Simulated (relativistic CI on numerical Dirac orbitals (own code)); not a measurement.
Os³⁺: O2,3 absorption edge

Computed with this model: Dirac-Coulomb-Breit CI, separate exchange-only KLI orbitals for each configuration, a model potential for QED, valence Slater integrals scaled by 0.8, multiplet model of core-to-valence dipole absorption; configurations [Xe] 4f14 5d5 → [Kr] 4d10 4f14 5s2 5p5 5d6; 300 K; Lorentzian 1.5 eV and Gaussian 0.3 eV FWHM. Energies are those of the free ion, without screening or charge transfer. The branching ratio is the share of the lower-energy edge in the whole absorption, uncertain by about 0.02 where the edges overlap. S is read from ⟨S²⟩ = S(S + 1).

Field parameters in Wybourne normalisation: D3d B²₀ = −7Dσ, B⁴₀ = −14Dq − 21Dτ, B⁴₃ = −14√(10/7) Dq; Oh B⁴₀ = 21Dq, B⁴₄ = √(5/14) B⁴₀; Td as Oh with Dq negative (B⁴₀ = 21Dq, B⁴₄ = √(5/14) B⁴₀). The field is a parameter set, without covalency.

free ion: ground-state S = 2.40, centroid 50.18 eV. Peaks (eV, height): 47.8 (100), 52.2 (43), 61.5 (10).

Oh, 10Dq = 36400 cm⁻¹: ground-state S = 0.57, centroid 54.13 eV. Peaks (eV, height): 44.0 (27), 50.8 (100), 63.2 (59), 66.8 (20).

Oh, 10Dq = 14450 cm⁻¹: ground-state S = 1.66, centroid 50.64 eV. Peaks (eV, height): 48.5 (100), 62.8 (10).

Td, 10Dq = -19900 cm⁻¹: ground-state S = 0.91, centroid 52.56 eV. Peaks (eV, height): 48.8 (100), 62.5 (31).

Oh, 10Dq = 31500 cm⁻¹: ground-state S = 0.61, centroid 53.70 eV. Peaks (eV, height): 44.0 (24), 48.2 (49), 50.5 (100), 62.8 (50), 65.8 (23).

D3d, 10Dq = 43900, Dσ = -120, Dτ = 160 cm⁻¹: ground-state S = 0.55, centroid 54.75 eV. Peaks (eV, height): 43.8 (33), 51.5 (100), 64.0 (70), 68.2 (15).

Strongest unbroadened transitions for D3d, 10Dq = 43900, Dσ = -120, Dτ = 160 cm⁻¹:

```
Energy (eV)  Relative strength
      43.66               77.6
      43.67               67.1
      49.05               42.7
      50.71               35.8
      50.75               74.0
      50.77               28.8
      51.25               34.9
      51.35               39.3
      51.38               40.9
      51.71               24.9
      51.77               57.7
      51.93              100.0
      52.67               25.2
      52.86               24.0
      63.89               39.8
      63.96               62.1
      63.97               28.3
      63.98               49.4
```
